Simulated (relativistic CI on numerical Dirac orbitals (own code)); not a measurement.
# Au5+: 5d valence photoemission

Computed with this model: Dirac-Coulomb-Breit CI, orbitals from a KLI potential per configuration, QED by a radiative potential, valence Slater integrals scaled by 0.8, multiplet model of photoemission in the sudden approximation; configurations [Xe] 4f14 5d6 → [Xe] 4f14 5d5; 80 K; Lorentzian 0.3 eV and Gaussian 0.5 eV FWHM. Energies are those of the free ion, without screening or charge transfer. The energies are binding energies and can lie tens of eV above those of solids. S is read from ⟨S²⟩ = S(S + 1).

Field parameters in Wybourne normalisation: D3d B²₀ = −7Dσ, B⁴₀ = −14Dq − 21Dτ, B⁴₃ = −14√(10/7) Dq; D4h B²₀ = −7Ds, B⁴₀ = 21(Dq − Dt), B⁴₄ = 21√(5/14) Dq. The field is a parameter set, without covalency.

free ion: ground-state S = 1.76, centroid 77.76 eV. Peaks (eV, height): 75.2 (55), 77.3 (27), 78.5 (100), 80.5 (10), 81.6 (6).

D3d, 10Dq = 33950, Dσ = -770, Dτ = 370 cm⁻¹: ground-state S = 0.31, centroid 78.47 eV. Peaks (eV, height): 77.2 (54), 78.8 (100).

D4h, 10Dq = 38400, Ds = 2520, Dt = -770 cm⁻¹: ground-state S = 0.23, centroid 78.81 eV. Peaks (eV, height): 77.3 (86), 79.1 (100), 79.5 (98).

Strongest unbroadened transitions for D4h, 10Dq = 38400, Ds = 2520, Dt = -770 cm⁻¹:

| Energy (eV) | Relative strength |
| --- | --- |
| 77.33 | 100.0 |
| 79.01 | 98.5 |
| 79.61 | 95.4 |
| 80.97 | 1.8 |
| 81.15 | 0.9 |
| 81.64 | 0.8 |
| 81.72 | 0.5 |
| 82.46 | 0.1 |
| 82.70 | 0.4 |
| 83.19 | 1.0 |
| 83.47 | 0.2 |
| 83.60 | 0.2 |
| 84.36 | 0.7 |
| 84.59 | 0.2 |
| 84.63 | 0.3 |
| 85.02 | 0.9 |
| 85.20 | 0.5 |
| 86.59 | 0.5 |
